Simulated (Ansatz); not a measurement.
BH5Si (SMILES B[SiH3]) moved off its minimum; all values from Ansatz (an electronic-structure program), cores frozen in correlated methods.
(charge 0, multiplicity 1)
```xyz
7

B     -0.7512    -1.3265     0.0365
H     -0.1916    -2.1058     0.7570
H     -1.8783    -1.3638    -0.3394
Si     0.3840     0.4390    -0.0658
H     -0.0816     1.3046     1.1192
H      0.0601     1.1232    -1.4718
H      1.7913     0.2646    -0.1959
```

| level | largest force (eV/Å) | on atom | rms difference from CCSD(T)/cc-pV(T+d)Z (eV/Å) | dipole (D) |
|---|---|---|---|---|
| HF/def2-TZVPP | 3.12 | Si4 | 0.095 | 0.77 |
| PBE/def2-TZVPP | 2.94 | Si4 | 0.126 | 0.58 |
| r2SCAN/def2-TZVPP | 2.98 | Si4 | 0.050 | 0.63 |
| B3LYP/def2-TZVPP | 2.94 | Si4 | 0.038 | 0.65 |
| wB97M-V/def2-TZVPP | 2.95 | Si4 | 0.059 | 0.67 |
| MP2/cc-pV(T+d)Z | 3.01 | Si4 | 0.061 | 0.69 |
| CCSD(T)/cc-pV(T+d)Z | 2.96 | Si4 | 0.000 | 0.66 |

The differences count from one level among others, with limits of its own. Forces at CCSD(T)/cc-pV(T+d)Z (eV/Å):

| atom | Fx | Fy | Fz |
|---|---|---|---|
| B1 | 1.075 | 1.360 | 0.899 |
| H2 | -0.504 | -0.496 | -0.344 |
| H3 | 0.077 | -0.349 | -0.114 |
| Si4 | -2.419 | 0.409 | -1.655 |
| H5 | 0.445 | -0.389 | -0.671 |
| H6 | 0.128 | -0.318 | 1.463 |
| H7 | 1.198 | -0.217 | 0.421 |
